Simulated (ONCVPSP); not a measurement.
## Configuration tests for Cd (Z = 48) (ONCV)

* Element: cadmium (Cd)
* Generator: ONCVPSP 4.0.1
* Type: optimised norm-conserving Vanderbilt (ONCV)
* Functional: LDA (Perdew-Wang 92)
* Relativity: scalar-relativistic
* Frozen core: [Ar] 3d10
* Valence charge: 20
* Reference configuration: 4s2 4p6 4d10 5s1 (charge +1)
* Partial waves: 4s+5s: rc 1.60 bohr, ncon 5, nbas 8, qcut 9.6 1/bohr, 2 projectors; 4p: rc 1.35 bohr, ncon 4, nbas 7, qcut 12.9 1/bohr, 2 projectors, debl 1.5 Ha; 4d: rc 1.85 bohr, ncon 5, nbas 9, qcut 9.4 1/bohr, 2 projectors, debl 1.4 Ha; f scattering state at 0.13 Ha: rc 1.70 bohr, ncon 4, nbas 6, qcut 6.7 1/bohr, 1 projector
* Local potential: polynomial inside 0.90 bohr (lpopt 1, dvloc0 6 Ha)
* Core correction: Teter function, fcfact 1.75, rcfact 1.15

In the p channel the program set the typed energies aside and used -2.790, 0.250 Ha.

Energies are relative to the spin-unpolarised reference configuration 4s2 4p6 4d10 5s1; without spin polarisation the order of configurations can differ from experiment.

| valence configuration | charge | ΔE all-electron (eV) | error AE − PS (meV) |
| --- | --- | --- | --- |
| 4s2 4p6 4d9 5s0 | +3 | 55.775 | -4.7 |
| 4s2 4p6 4d9 5s2 5p1 | 0 | 2.982 | +9.2 |

Problem. What are ΔE and the potential's error for 4s2 4p6 4d10 5s0?

Solution. ΔE = 17.514 eV all-electron; the error (AE − PS) is -3.1 meV.

Problem. What are ΔE and the potential's error for 4s2 4p6 4d10 5s2?

Solution. ΔE = -9.622 eV all-electron; the error (AE − PS) is +1.6 meV.
